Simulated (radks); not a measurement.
Values are calculated unless marked as measured or tabulated.
Mean orbital radii <r> (bohr) of neutral technetium, [Kr] 4d5 5s2, at several levels of relativity; Dirac values are averaged over j with weights 2j + 1. Spin-unpolarised spherical Kohn-Sham, PBE, point nucleus unless stated (finite: rms radius 4.4112 fm), a radial shooting solver on a logarithmic mesh with Libxc functionals. A level marked "c x" has the speed of light scaled by that factor and shares open shells by 2j + 1; other Dirac levels either fill j = l - 1/2 first or share by 2j + 1.

1s: non-rel. 0.03545; scalar-rel. 0.03428; scalar-rel., finite nucleus 0.03428; Dirac, 2j+1 shares, finite nucleus 0.03428; change of magnitude, last against first (%) -3.29
2s: non-rel. 0.1547; scalar-rel. 0.1496; scalar-rel., finite nucleus 0.1496; Dirac, 2j+1 shares, finite nucleus 0.1493; change of magnitude, last against first (%) -3.52
2p: non-rel. 0.1325; scalar-rel. 0.1304; scalar-rel., finite nucleus 0.1304; Dirac, 2j+1 shares, finite nucleus 0.1302; change of magnitude, last against first (%) -1.73
3s: non-rel. 0.4274; scalar-rel. 0.4154; scalar-rel., finite nucleus 0.4154; Dirac, 2j+1 shares, finite nucleus 0.4152; change of magnitude, last against first (%) -2.86
3p: non-rel. 0.4216; scalar-rel. 0.4163; scalar-rel., finite nucleus 0.4163; Dirac, 2j+1 shares, finite nucleus 0.4161; change of magnitude, last against first (%) -1.30
3d: non-rel. 0.3984; scalar-rel. 0.3990; scalar-rel., finite nucleus 0.3990; Dirac, 2j+1 shares, finite nucleus 0.3991; change of magnitude, last against first (%) +0.18
4s: non-rel. 1.086; scalar-rel. 1.058; scalar-rel., finite nucleus 1.058; Dirac, 2j+1 shares, finite nucleus 1.058; change of magnitude, last against first (%) -2.59
4p: non-rel. 1.184; scalar-rel. 1.172; scalar-rel., finite nucleus 1.172; Dirac, 2j+1 shares, finite nucleus 1.172; change of magnitude, last against first (%) -0.96
4d: non-rel. 1.694; scalar-rel. 1.723; scalar-rel., finite nucleus 1.723; Dirac, 2j+1 shares, finite nucleus 1.724; change of magnitude, last against first (%) +1.71
5s: non-rel. 3.407; scalar-rel. 3.300; scalar-rel., finite nucleus 3.300; Dirac, 2j+1 shares, finite nucleus 3.301; change of magnitude, last against first (%) -3.13
